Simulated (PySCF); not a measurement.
A calculated (M06-L, PySCF 2.14, pcseg-2, no relativity, point nucleus) atom or ion has these occupied shells.

```json
{"shell": "1s α", "electrons": "1", "orbital energy (eV)": "-4403.4", "rms radius, mean of both spins (bohr)": "0.0853"}
{"shell": "1s β", "electrons": "1", "orbital energy (eV)": "-4403.4", "rms radius, mean of both spins (bohr)": "0.0853"}
{"shell": "2s α", "electrons": "1", "orbital energy (eV)": "-492.72", "rms radius, mean of both spins (bohr)": "0.375"}
{"shell": "2s β", "electrons": "1", "orbital energy (eV)": "-492.33", "rms radius, mean of both spins (bohr)": "0.375"}
{"shell": "2p α", "electrons": "3", "orbital energy (eV)": "-407.34", "rms radius, mean of both spins (bohr)": "0.342"}
{"shell": "2p β", "electrons": "3", "orbital energy (eV)": "-407.05", "rms radius, mean of both spins (bohr)": "0.342"}
{"shell": "3s α", "electrons": "1", "orbital energy (eV)": "-72.067", "rms radius, mean of both spins (bohr)": "1.16"}
{"shell": "3s β", "electrons": "1", "orbital energy (eV)": "-71.221", "rms radius, mean of both spins (bohr)": "1.16"}
{"shell": "3p α", "electrons": "3", "orbital energy (eV)": "-49.964", "rms radius, mean of both spins (bohr)": "1.26"}
{"shell": "3p β", "electrons": "3", "orbital energy (eV)": "-49.063", "rms radius, mean of both spins (bohr)": "1.26"}
{"shell": "3d α", "electrons": "1", "orbital energy (eV)": "-18.453", "rms radius, mean of both spins (bohr)": "1.75"}
```

Name the element and its charge.

Sc²⁺ (scandium, charge +2), in [Ar] 3d1, 2D determinant.
